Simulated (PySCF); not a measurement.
**Peak assignment**

Atoms are numbered as in `[CH3:1]/[CH:2]=[C:3]1[CH:4]=[C:5]\1[O:6][CH3:7]` (H(Xn): hydrogen on atom n).

All values are calculated (PySCF): spin–spin couplings from B3LYP/pcJ-1 (without the spin–dipole term), PBE0-D3(BJ)/def2-SVP geometry, σ from GIAO-CAM-B3LYP/pcSseg-2. Isolated molecule, one computed conformer, non-relativistic, fast rotation and ring inversion assumed for equivalent nuclei.

Scale: $^{13}$C, $^{1}$H against TMS (reference shieldings calculated alike).

(1) Assign these signals to the numbered atoms. $^{13}$C{$^{1}$H} NMR (computed): δ 161.5, 128.9, 96.9, 71.1, 62.3, 16.2.

(2) Assign these signals to the numbered atoms. $^{1}$H NMR (400 MHz, computed): δ 5.98 (dq, J = 1.9, 1.0 Hz, 1H), 4.00 (s, 3H), 3.85 (qd, J = 7.2, 1.9 Hz, 1H), 1.74 (dd, J = 7.2, 1.0 Hz, 3H).

Results:

(1) 
161.5 → C5, alkene carbon bearing oxygen: an sp2 carbon further deshielded by the attached heteroatom
128.9 → C3, fully substituted alkene carbon: as expected for a trigonal carbon in a double bond
96.9 → C4, β carbon of an enol-ether or enamine type C=C: the O or N lone pair pushes π density onto this β carbon and shields it
71.1 → C2, alkene CH
62.3 → C7, methyl carbon bonded to O: the inductive effect lowers its shielding
16.2 → C1, allylic methyl carbon: aliphatic region, no heteroatom directly attached

(2) 
5.98 → H(C4), hydrogen on a β carbon of an enol-ether or enamine type C=C: attached to an sp2 carbon and in the plane of the double bond
4.00 → H(C7), hydrogen on a methyl carbon bonded to O: its carbon carries O, an electronegative neighbour
3.85 → H(C2), hydrogen on an alkene CH: olefinic region
1.74 → H(C1), hydrogen on an allylic methyl carbon: allylic position

Splittings below 1 Hz are ignored in the labels, and close J values are merged. Unscaled 3J(H,H) at this level run about 10 % above measured values. Shifts are as computed, not scaled to solution data. Of 1211 compounds with measured shifts, 218 miss one by over three times the rms of a fit or turn the order of signals round; such compounds aren't used in these exercises.
